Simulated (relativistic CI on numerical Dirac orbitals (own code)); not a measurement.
## Magnetism of Nd⁴⁺, 4f2, in a crystal field

Calculated by Dirac-Coulomb-Breit CI, orbitals from a KLI potential per configuration, QED by a radiative potential, valence Slater integrals scaled by 0.75, one configuration in a parametric crystal field (own radial code).

Field parameters in Wybourne normalisation; cubic f-shell fields have B⁴₄ = √(5/14) B⁴₀ and B⁶₄ = −√(7/2) B⁶₀. The field is a parameter set, without covalency.

S is read from ⟨S²⟩ = S(S + 1).

Powder χT (cm³ K mol⁻¹) by Van Vleck's formula, with temperature-independent terms:

```csv
Field,2 K,5 K,10 K,20 K,50 K,100 K,200 K,300 K
"C2v, B20 = -210, B22 = -260, B40 = 660, B42 = 680, B44 = -460, B60 = -380, B62 = 390, B64 = 100, B66 = -870 cm⁻¹",0.242,0.544,0.765,0.897,1.06,1.25,1.47,1.56
"D3h, B20 = 460, B40 = -780, B60 = -410, B66 = 510 cm⁻¹",0.059,0.148,0.295,0.578,1.11,1.41,1.57,1.61
"D4h, B20 = 2990, B40 = 1980, B44 = 760, B60 = -400, B64 = 980 cm⁻¹",1.11,1.19,1.21,1.22,1.24,1.26,1.32,1.38
"D4h, B20 = 1400, B40 = -1850, B44 = -1750, B60 = 590, B64 = -100 cm⁻¹",0.581,0.6,0.631,0.694,0.881,1.14,1.37,1.48
"D4h, B20 = 2620, B40 = -1770, B44 = 1380, B60 = -750, B64 = 640 cm⁻¹",0.363,0.807,1.11,1.25,1.36,1.45,1.52,1.55
"Oh, B40 = -3780, B60 = -620 cm⁻¹",0.976,0.98,0.987,1,1.04,1.11,1.23,1.33
```

Task: For D4h, B20 = 2620, B40 = -1770, B44 = 1380, B60 = -750, B64 = 640 cm⁻¹: what effective moment follows at 300 K?

Result: μ_eff = √(8χT) = 3.52 μB. The LS value g√(J(J + 1)) of the free ion's ³H4 level is 3.58 μB.
